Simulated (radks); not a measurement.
Q: Coherent X-ray form factor from a spherical all-electron density. All-electron calculation, Dirac Kohn-Sham, PBEsol, spin-unpolarised, spherical densities, point nucleus. Program: a radial shooting solver on a logarithmic mesh with Libxc functionals.

sin(theta)/lambda (1/angstrom),f0 (electrons)
0.05,41.522
0.1,40.169
0.15,38.155
0.2,35.756
0.25,33.229
0.3,30.774
0.4,26.503
0.5,23.250
0.6,20.824
0.8,17.299
1,14.419
1.25,11.292
1.5,8.899
2,6.279

The species is in the configuration that NIST lists as its ground one. Which atom or ion scatters so?

A: The rhodium ion Rh3+, [Kr] 4d6. Extrapolating in s^2 from the first two rows gives f0(0) = 42.0, near the electron count 42; among species with that count, the fall with angle is slower the higher Z, and the table is that of Z = 45; from so few rows the species is fixed only to a neighbour or two.
